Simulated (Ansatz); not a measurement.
The pair A = CHN (SMILES C#N) (first 3 atoms), B = C2H6 (SMILES CC); geometry from B3LYP-D3(BJ)/def2-TZVP.
(charge 0, multiplicity 1):
```xyz
11

C     -0.651     0.132     0.322
N      0.471     0.111     0.087
H     -1.693     0.152     0.547
C     -0.716     0.008     3.817
C      0.808    -0.026     3.877
H     -1.109    -0.848     3.263
H     -1.073     0.917     3.327
H     -1.158    -0.020     4.815
H      1.162    -0.933     4.371
H      1.199     0.828     4.435
H      1.244     0.001     2.878
```

Frozen-core correlation. MP2 and its Hartree–Fock in aug-cc-pVTZ are density fitted.

Programs: Ansatz (a first-principles code). Values without a source in brackets are computed.

The counterpoise-corrected interaction energy is E(AB) − E(A in the pair's basis) − E(B in the pair's basis). Total energies (hartree):

| level | AB | A in the pair's basis | B in the pair's basis |
|---|---|---|---|
| HF/aug-cc-pVDZ | -172.1246184 | -92.8881769 | -79.2373975 |
| MP2/aug-cc-pVDZ | -172.7342903 | -93.1814425 | -79.5512576 |
| HF/aug-cc-pVTZ | -172.1692803 | -92.9100149 | -79.2602343 |
| MP2/aug-cc-pVTZ | -172.8963088 | -93.2590554 | -79.6353647 |
| CCSD(T)/aug-cc-pVDZ | -172.8023009 | -93.2032764 | -79.5976510 |

### Question
Work out the counterpoise-corrected interaction energy at the basis-set limit: extrapolate the MP2 correlation part as X⁻³, take Hartree–Fock from the larger set, and add the CCSD(T) − MP2 difference of aug-cc-pVDZ.

### Answer

1. Differences (1 hartree = 627.509 kcal/mol): HF/aug-cc-pVDZ 0.600; MP2/aug-cc-pVDZ -0.998; HF/aug-cc-pVTZ 0.608; MP2/aug-cc-pVTZ -1.185; CCSD(T)/aug-cc-pVDZ -0.862.
2. Correlation parts, MP2 less HF: -1.598 in aug-cc-pVDZ (X = 2), -1.793 in aug-cc-pVTZ (X = 3).
3. Limit (3³·(-1.793) − 2³·(-1.598))/(3³ − 2³) = -1.875; with HF/aug-cc-pVTZ it gives -1.267.
4. CCSD(T) less MP2 in aug-cc-pVDZ: 0.136.
Result: -1.13 kcal/mol, against -1.00 at MP2/aug-cc-pVDZ. It is an estimate of this method's limit, not of the exact value.
